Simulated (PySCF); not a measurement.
C2F3, SMILES F[C]=C(F)F, multiplicity 2.

Coordinates come from a B3LYP-D3(BJ)/def2-SVP optimisation. The isomer is the one that the SMILES or the coordinates give; other isomers of the formula were not compared.

The numbers are results of TDA-M06-2X/def2-SVPD (PySCF 2.14.0), not measurements.

Vertical excitations. The molecule is in vacuum.

```tsv
state	energy (eV)	λ (nm)	f	main pairs
root 1	1.57	792	0.001	β HOMO→LUMO 94 %
root 2	5.05	245	0.000	α HOMO→LUMO+1 48 %, β HOMO→LUMO+3 46 %
root 3	6.51	190	0.003	α HOMO→LUMO 6 %, β HOMO→LUMO+1 58 %, β HOMO→LUMO+2 16 %
root 4	6.76	183	0.003	α HOMO−1→LUMO+1 84 %
root 5	6.96	178	0.031	α HOMO→LUMO 42 %, α HOMO→LUMO+2 17 %, α HOMO−1→LUMO+1 10 %, β HOMO→LUMO+1 17 %
root 6	7.33	169	0.000	α HOMO→LUMO 12 %, β HOMO→LUMO+2 53 %, β HOMO→LUMO+1 16 %
root 7	7.73	160	0.005	α HOMO−1→LUMO 48 %, α HOMO−1→LUMO+2 28 %
root 8	7.82	159	0.004	α HOMO→LUMO+2 46 %, α HOMO→LUMO 26 %, β HOMO→LUMO+2 10 %
root 9	8.49	146	0.129	α HOMO→LUMO+1 9 %, β HOMO−2→LUMO 47 %, β HOMO→LUMO+3 13 %, β HOMO−1→LUMO 13 %
root 10	8.57	145	0.133	α HOMO→LUMO+1 18 %, α HOMO−1→LUMO 10 %, β HOMO−1→LUMO 29 %, β HOMO→LUMO+3 16 %, β HOMO−4→LUMO 11 %
```
Unrestricted roots are not spin-pure.
